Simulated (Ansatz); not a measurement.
Consider the ligand exchange at the Al–S bond: `[AlH2][S]BS` + `O[SiH2][AlH2]` → `[AlH2][O][SiH2][AlH2]` + `SBS`.

Program: Ansatz. Geometries: PBE0-D4/def2-TZVP. ΔE: electronic, gas phase. CCSD(T)/CBS adds triple-zeta CCSD(T) − MP2 to the extrapolated MP2 energy (def2 sets, frozen cores). Functionals use def2-TZVPP. Each species was taken in one conformer, which may not be the lowest.

Q: Is it downhill or uphill in electronic energy at CCSD(T)/CBS, and by how much? (An estimate is asked.)

A: The calculation gave: Downhill: ΔE = -0.58 eV.

Q: What do these levels give: PBE-D4, ωB97M-V, B2PLYP, r2SCAN, r2SCANh, MP2/def2-TZVPP? (An estimate is asked.)

A: The calculation gave: PBE-D4 -0.48, ωB97M-V -0.62, B2PLYP -0.66, r2SCAN -0.60, r2SCANh -0.60, MP2/def2-TZVPP -0.60 eV.

Largest T1 diagnostic among the species: 0.014.

From BLYP to BHLYP (50 % exact exchange), in def2-TZVPP and without D4, ΔE moves by −0.04 eV. Leaving LDA and LC-ωPBE aside and taking each functional with its dispersion term where it has one, the values, not all of them listed here, spread over 0.23 eV, from CAM-B3LYP-D4 to revPBE-D4.
